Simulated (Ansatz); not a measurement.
One change: `[OH][Ti]([Cl])([Cl])[Cl]` becomes `[OH][Zr]([Cl])([Cl])[Cl]`.

Ansatz, PBE0-D4/def2-TZVP geometries, multiplicity 1. Each molecule was computed in one conformer, which needn't be the lowest.

Elements past krypton have def2 core potentials. Scalar relativity is left out up to krypton.

```tsv
property	`[OH][Ti]([Cl])([Cl])[Cl]`
HOMO–LUMO gap (PBE/def2-TZVPP) / eV	3.81
HOMO–LUMO gap (PBE0/def2-TZVPP) / eV	6.02
zero-point energy (PBE0-D4/def2-TZVP) / kJ/mol	43.6
LUMO energy (ωB97M-V/def2-TZVPP) / eV	-1.08
HOMO energy (PBE/def2-TZVPP) / eV	-7.89
HOMO energy (B3LYP/def2-TZVPP) / eV	-8.97
```

Problem. Give the same properties after the change, and the shifts. (Estimate.)

Solution. The calculation gave: 
| property | `[OH][Zr]([Cl])([Cl])[Cl]` | shift |
| --- | --- | --- |
| HOMO–LUMO gap (PBE/def2-TZVPP) / eV | 5.18 | 1.37 |
| HOMO–LUMO gap (PBE0/def2-TZVPP) / eV | 7.36 | 1.34 |
| zero-point energy (PBE0-D4/def2-TZVP) / kJ/mol | 42.2 | -1.4 |
| LUMO energy (ωB97M-V/def2-TZVPP) / eV | 0.16 | 1.24 |
| HOMO energy (PBE/def2-TZVPP) / eV | -7.92 | -0.03 |
| HOMO energy (B3LYP/def2-TZVPP) / eV | -9.01 | -0.04 |

With PBE0 the HOMO falls by 0.05 eV and the LUMO rises by 1.30 eV, so the gap widens by about 1.35 eV. PBE moves the HOMO by -0.03 eV and ωB97M-V by -0.08 eV.

B3LYP here is the variant with VWN-RPA as its local correlation; programs differ in this.
